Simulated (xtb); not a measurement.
CH$_{3}$Zn, charge +1, singlet, at a GFN2-xTB geometry (such geometries of metal compounds can be far from the true shape). Base run: xtb with GFN0-xTB.

xtb was given this input:
```
$ xtb mol.xyz --gfn 0 --chrg 1 --json

# file mol.xyz
5

Zn    -0.34914678    -0.20143649    -0.26629558
C      1.09381840     0.63106679     0.83425947
H      1.59595133    -0.20267503     1.33375943
H      0.57940379     1.30261333     1.52792074
H      1.73613783     1.15675559     0.12163043
```

Each row names what was changed in the base input (with any setting that the change needs).

```csv
change,ΔE vs base (mEh),HOMO-LUMO gap (eV)
base,0.000,2.78
file = coord,0.000,2.78
acc = 30,0.000,2.78
etemp = 1000,0.000,2.78
acc = 1000,0.000,2.78
```
